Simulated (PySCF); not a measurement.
C$_{2}$H$_{3}$O$_{2}$ (SMILES [CH2]OC=O), doublet, at a GFN2-xTB geometry, with bond 2-1 at 1.6 times its length. Base run: HF/def2-SV(P) (PySCF).

Geometry (Å):
```xyz
7

C     -0.8793     0.0035     0.0156
O     -0.7826    -1.6202     1.0413
O      0.1708     0.7002    -0.4466
H     -1.8026     0.5137    -0.2885
C      1.4148     0.2803    -0.2061
H      1.5777    -0.6189     0.3596
H      2.1954     0.8918    -0.6090
```
Charge 0, spin multiplicity 2.
Orbitals are unrestricted.
All else is at PySCF's defaults.
Base energy -226.72500 Eh.

Variants of this job, named by their change:

```tsv
change	ΔE vs base (mEh)	SCF cycles	<S^2>	outcome
base	0.000	28	0.845	converged
solver = newton	-49.179	-	2.296	another SCF solution
diis_space = 20	0.000	26	0.844	converged
level_shift = 0.3 (with mf.max_cycle = 100)	0.000	91	0.844	converged
conv_tol = 1e-12	-	50	-	not converged
init_guess = mod_huckel	0.000	29	0.844	converged
conv_tol = 1e-7	0.000	25	0.844	converged
diis_space = 12	0.000	27	0.844	converged
conv_tol_grad = 1e-3	0.000	28	0.845	converged
init_guess = huckel	0.000	36	0.844	converged
diis = off; damp = 0.6 (with mf.diis_start_cycle = 200; with mf.max_cycle = 150)	-	150	-	not converged
level_shift = 1.0 (with mf.max_cycle = 100)	-	100	-	not converged
level_shift = 0.1 (with mf.max_cycle = 100)	0.000	78	0.844	converged
```

A guess, shift, damping, solver or small numerical setting can't move a converged solution much, so rows marked as another SCF solution ended in a different state.

Open shells are given as the SCF converged; they aren't shown to be the lowest states, and a large step between rows can be another state.
